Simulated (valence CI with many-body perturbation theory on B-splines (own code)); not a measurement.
E1 transitions of La I

Computed by valence CI with perturbative core correlation (CI+MBPT): three valence electrons over a frozen Dirac-Fock core [Xe], radial functions for each j: 8 s, 8 p, 9 d, 9 f, 6 g, 3 h, 2 i, with the one-electron correlation potential Σ1, the two-electron term Σ2, the three-electron term Σ3, Breit, model QED; selected CI, second order for the rest (own B-spline code, finite nucleus).

Set against measurement, 55 paired levels are off by 552 cm⁻¹ on average, the worst by 1451. These come from a selection out of the NIST Handbook of Basic Atomic Spectroscopic Data. Levels without a partner in it may be off by more, other configurations by several thousand cm⁻¹. 1 measured level below the end of the list, from 16538 cm⁻¹ on, found no clear computed partner.

Lines 101 to 150 of 173 in falling wavelength, among levels below 20606 cm⁻¹, chosen from the strongest by gf and those to the six lowest levels. Wavelengths and rates use the calculated energies, so an error of 600 cm⁻¹ moves a line at 686.9 nm by 4.1 % and its rate by three times that or more. Electric multipoles are in the length gauge, E1 and E2 with the static RPA response of the core. Weak lines are less certain than strong ones. Lines between different terms over intervals too small for the method are left out, as are lines whose strength nearly cancels and 22 of this kind that miss the measured wavelength by over 7 %. Where a level lies close to another of its J and parity, the split of strength between their lines is uncertain. The highest levels of a list are the least certain.

Names give the largest LS component (configuration and term), which can be under half, so a name can repeat, a term be missing and a line seem to break the LS rules; names also repeat where a configuration has a term twice. Letters in brackets count levels of one name in rising energy.

| λ vac (nm) | λ from measured levels | Upper | Lower | A (s⁻¹) | log gf | Branch % |
| --- | --- | --- | --- | --- | --- | --- |
| 686.9 | 693.7 | 5d2 6p 4G°_7/2 | 5d2 6s 4F_7/2 | 3.19e+06 | -0.74 | 12.6 |
| 684.5 | 691.9 | 5d2 6p 4G°_5/2 [b] | 5d2 6s 4F_7/2 | 7.86e+05 | -1.48 | 3.3 |
| 682.8 | 679.9 | 5d 6s 6p 4D°_3/2 | 5d 6s2 2D_3/2 | 1.26e+05 | -2.45 | 2.2 |
| 681.5 | 690.5 | 5d 6s 6p 2F°_7/2 | 5d2 6s 4F_9/2 | 2.98e+03 | -3.78 | 0.0 |
| 677.5 | 675.5 | 5d 6s 6p 4F°_5/2 | 5d 6s2 2D_3/2 | 2.09e+06 | -1.06 | 48.0 |
| 675.0 | 666.3 | 5d2 6p 4G°_9/2 | 5d2 6s 4F_9/2 | 3.81e+06 | -0.58 | 11.0 |
| 667.9 | 665.3 | 5d 6s 6p 2D°_3/2 | 5d 6s2 2D_3/2 | 2.48e+06 | -1.18 | 36.1 |
| 666.6 | 664.6 | 5d 6s 6p 4D°_7/2 | 5d 6s2 2D_5/2 | 1.34e+06 | -1.15 | 16.4 |
| 665.4 | 671.1 | 5d2 6p 4G°_7/2 | 5d2 6s 4F_5/2 | 2.07e+07 | 0.04 | 81.6 |
| 663.8 | 658.0 | 4f 6s2 2F°_5/2 | 5d 6s2 2D_3/2 | 7.65e+06 | -0.52 | 57.8 |
| 663.2 | 669.5 | 5d2 6p 4G°_5/2 [b] | 5d2 6s 4F_5/2 | 2.70e+06 | -0.97 | 11.4 |
| 654.9 | 659.5 | 5d2 6p 2D°_3/2 | 5d2 6s 4F_5/2 | 5.36e+06 | -0.86 | 9.1 |
| 654.9 | 682.0 | 5d 6s 6p 4P°_5/2 | 5d2 6s 4F_7/2 | 3.33e+05 | -1.89 | 5.2 |
| 653.6 | 661.8 | 5d 6s 6p 2F°_7/2 | 5d2 6s 4F_7/2 | 1.41e+06 | -1.14 | 8.8 |
| 652.7 |  | 5d2 6p 2F°_7/2 | 5d 6s2 2D_5/2 | 1.27e+07 | -0.19 | 74.3 |
| 649.1 | 645.0 | 5d 6s 6p 4D°_5/2 | 5d 6s2 2D_3/2 | 3.66e+04 | -2.86 | 0.4 |
| 648.5 | 654.5 | 5d2 6p 4G°_5/2 [b] | 5d2 6s 4F_3/2 | 9.67e+06 | -0.44 | 40.7 |
| 647.5 | 639.6 | 5d2 6p 4G°_9/2 | 5d2 6s 4F_7/2 | 3.04e+07 | 0.28 | 88.1 |
| 645.5 | 657.0 | 6s2 6p 2P°_1/2 | 5d 6s2 2D_3/2 | 1.73e+05 | -2.66 | 4.7 |
| 643.6 | 632.8 | 5d2 6p 4G°_5/2 [a] | 5d 6s2 2D_5/2 | 1.45e+06 | -1.27 | 7.5 |
| 643.4 | 676.3 | 5d 6s 6p 4P°_3/2 | 5d2 6s 4F_5/2 | 2.69e+04 | -3.17 | 0.6 |
| 640.8 | 671.2 | 5d 6s 6p 4P°_1/2 | 5d2 6s 4F_3/2 | 1.73e+04 | -3.67 | 0.4 |
| 640.6 | 645.0 | 5d2 6p 2D°_3/2 | 5d2 6s 4F_3/2 | 3.36e+06 | -1.08 | 5.7 |
| 639.7 | 656.7 | 6s2 6p 2P°_3/2 | 5d 6s2 2D_5/2 | 2.03e+06 | -1.30 | 39.1 |
| 635.3 | 660.2 | 5d 6s 6p 4P°_5/2 | 5d2 6s 4F_5/2 | 3.23e+05 | -1.93 | 5.0 |
| 634.1 | 641.3 | 5d 6s 6p 2F°_7/2 | 5d2 6s 4F_5/2 | 5.21e+06 | -0.60 | 32.6 |
| 632.6 | 625.2 | 5d2 6p 4G°_11/2 | 5d2 6s 4F_9/2 | 3.69e+07 | 0.42 | 99.3 |
| 629.6 | 661.0 | 5d 6s 6p 4P°_3/2 | 5d2 6s 4F_3/2 | 3.25e+04 | -3.11 | 0.8 |
| 624.9 | 629.5 | 5d2 6p 2D°_5/2 | 5d2 6s 4F_7/2 | 6.47e+06 | -0.64 | 11.2 |
| 621.8 | 645.6 | 5d 6s 6p 4P°_5/2 | 5d2 6s 4F_3/2 | 2.68e+05 | -2.03 | 4.2 |
| 610.1 | 593.2 | 5d2 6p 4G°_7/2 | 5d 6s2 2D_5/2 | 4.24e+05 | -1.72 | 1.7 |
| 609.2 | 600.9 | 5d2 6p 4F°_7/2 | 5d2 6s 4F_9/2 | 4.36e+06 | -0.71 | 8.3 |
| 608.2 | 591.9 | 5d2 6p 4G°_5/2 [b] | 5d 6s2 2D_5/2 | 5.57e+06 | -0.73 | 23.4 |
| 607.0 | 610.9 | 5d2 6p 2D°_5/2 | 5d2 6s 4F_5/2 | 3.18e+06 | -0.98 | 5.5 |
| 604.4 | 593.2 | 5d2 6p 4G°_5/2 [a] | 5d 6s2 2D_3/2 | 6.24e+05 | -1.69 | 3.2 |
| 601.2 | 584.1 | 5d2 6p 2D°_3/2 | 5d 6s2 2D_5/2 | 7.83e+04 | -2.77 | 0.1 |
| 601.0 | 614.2 | 6s2 6p 2P°_3/2 | 5d 6s2 2D_3/2 | 2.27e+05 | -2.31 | 4.4 |
| 600.9 | 593.7 | 5d2 6p 4F°_5/2 | 5d2 6s 4F_7/2 | 5.33e+06 | -0.76 | 9.1 |
| 595.1 | 585.7 | 5d2 6p 4F°_3/2 | 5d2 6s 4F_5/2 | 7.28e+06 | -0.81 | 11.8 |
| 594.7 | 598.4 | 5d2 6p 2D°_5/2 | 5d2 6s 4F_3/2 | 2.08e+06 | -1.18 | 3.6 |
| 591.6 | 597.2 | 5d 6s 6p 4P°_3/2 | 5d 6s2 2D_5/2 | 3.29e+04 | -3.16 | 0.8 |
| 587.5 | 579.3 | 5d2 6p 4F°_9/2 | 5d2 6s 4F_9/2 | 3.95e+07 | 0.31 | 74.7 |
| 586.7 | 579.1 | 5d2 6p 4F°_7/2 | 5d2 6s 4F_7/2 | 3.22e+07 | 0.12 | 61.1 |
| 584.7 | 584.7 | 5d 6s 6p 4P°_5/2 | 5d 6s2 2D_5/2 | 8.29e+04 | -2.59 | 1.3 |
| 584.3 | 577.1 | 5d2 6p 4F°_5/2 | 5d2 6s 4F_5/2 | 2.93e+07 | -0.05 | 50.0 |
| 583.6 | 569.8 | 5d 6s 6p 2F°_7/2 | 5d 6s2 2D_5/2 | 4.73e+06 | -0.71 | 29.6 |
| 583.2 | 574.2 | 5d2 6p 4F°_3/2 | 5d2 6s 4F_3/2 | 3.93e+07 | -0.10 | 63.5 |
| 577.3 |  | 5d2 6p 2P°_3/2 | 5d2 6s 4F_5/2 | 4.95e+05 | -2.00 | 0.6 |
| 573.1 | 557.2 | 5d2 6p 4G°_5/2 [b] | 5d 6s2 2D_3/2 | 1.77e+06 | -1.28 | 7.5 |
| 572.9 | 565.9 | 5d2 6p 4F°_5/2 | 5d2 6s 4F_3/2 | 8.06e+06 | -0.62 | 13.8 |
